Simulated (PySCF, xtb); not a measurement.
MIBK (C₆H₁₂O), SMILES CC(=O)CC(C)C. One conformer was computed; it need not be the lowest.

Harmonic wavenumbers (cm⁻¹) from GFN2-xTB (xtb 6.7.1) at its own minimum, in rising order: 35, 77, 120, 160, 211, 241, 312, 348, 408, 443, 481, 593, 814, 871, 897, 950, 969, 983, 990, 1005, 1105, 1140, 1168, 1189, 1213, 1275, 1326, 1348, 1367, 1410, 1422, 1439, 1454, 1464, 1496, 1502, 1506, 1511, 1777, 2944, 2953, 2980, 3017, 3019, 3025, 3030, 3038, 3039, 3043, 3048, 3056.

**Question.** What does PySCF with B3LYP-D3(BJ)/def2-SVP give at its own minimum? (Estimate from the structure and the level; the computed values follow.)

**Answer.** 52, 98, 122, 176, 236, 264, 316, 348, 418, 435, 480, 604, 803, 835, 851, 929, 956, 969, 974, 1002, 1133, 1142, 1186, 1195, 1244, 1308, 1353, 1366, 1390, 1394, 1404, 1421, 1434, 1450, 1461, 1467, 1478, 1487, 1828, 3005, 3016, 3021, 3031, 3040, 3053, 3092, 3099, 3106, 3106, 3129, 3159. Paired by order, the mean absolute difference is 28 cm⁻¹ and the zero-point energies are 104.7 and 105.6 kcal/mol.
